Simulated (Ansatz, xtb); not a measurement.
Species: stibine, SbH3, net charge 0, singlet state. 
Geometry from a B3LYP-D3(BJ)/def2-TZVP (Ansatz, a quantum-chemistry and plane-wave program) optimisation:
SMILES: [SbH3]
```xyz
4

Sb     0.0002    -0.0006     0.0536
H     -0.9113    -1.0773    -0.9195
H     -0.4909     1.3395    -0.8952
H      1.3919    -0.2329    -0.9192
```

Harmonic wavenumbers from GFN2-xTB (xtb, at its own minimum), cm⁻¹: 822, 845, 845, 1546, 1679, 1679.

Give the harmonic wavenumbers at B3LYP-D3(BJ)/def2-TZVP (Ansatz, finite differences of forces, unscaled).

812, 844, 844, 1936, 1942, 1942 cm⁻¹. Zero-point energy 11.9 kcal/mol.

From these and the geometry, give the ideal-gas thermochemistry at 298.15 K and 1 atm (rigid rotor, harmonic oscillator).

Point group C3v, rotational symmetry number 3. Rotational constants 87.42, 87.42, 83.31 GHz. S(trans) 40.38, S(rot) 14.69, S(vib) 0.55, S(elec, spin only) 0.00, S 55.6 cal/(mol K). H(298) - H(0) 2.50 kcal/mol; G - E(el) -2.2 kcal/mol.
